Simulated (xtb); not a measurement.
HO4S (SMILES O=S(=O)([O-])O), charge -1, singlet, at a GFN2-xTB geometry. Base run: xtb with GFN2-xTB.

Here is a job for xtb.
```
$ xtb mol.xyz --gfn 2 --chrg -1 --json

# file mol.xyz
6

O      1.38992049    -0.28176098    -0.58148330
S     -0.13445586     0.02400851     0.02026324
O      0.12119981    -0.01438956     1.45858623
O     -0.97063154    -1.05348789    -0.46961795
O     -0.49393968     1.33543365    -0.48378888
H      1.77890124    -0.27049776     0.28621944
```

Each row names what was changed in the base input (with any setting that the change needs).

```json
[
 {"change": "base", "ΔE vs base (kJ/mol)": "0.00", "HOMO-LUMO gap (eV)": "8.57", "G_solv (kcal/mol)": "-", "SCF cycles": "11"},
 {"change": "alpb = chcl3", "ΔE vs base (kJ/mol)": "-225.9", "HOMO-LUMO gap (eV)": "8.63", "G_solv (kcal/mol)": "-54.24", "SCF cycles": "10"},
 {"change": "alpb = water", "ΔE vs base (kJ/mol)": "-307.5", "HOMO-LUMO gap (eV)": "8.75", "G_solv (kcal/mol)": "-76.69", "SCF cycles": "10"},
 {"change": "etemp = 1000", "ΔE vs base (kJ/mol)": "0.00", "HOMO-LUMO gap (eV)": "8.57", "G_solv (kcal/mol)": "-", "SCF cycles": "11"},
 {"change": "acc = 0.1", "ΔE vs base (kJ/mol)": "0.00", "HOMO-LUMO gap (eV)": "8.57", "G_solv (kcal/mol)": "-", "SCF cycles": "13"},
 {"change": "gbsa = methanol", "ΔE vs base (kJ/mol)": "-248.9", "HOMO-LUMO gap (eV)": "8.66", "G_solv (kcal/mol)": "-60.28", "SCF cycles": "10"}
]
```

ALPB and GBSA are two models with their own fitted parameters for each solvent, which aren't always the measured dielectric constant.
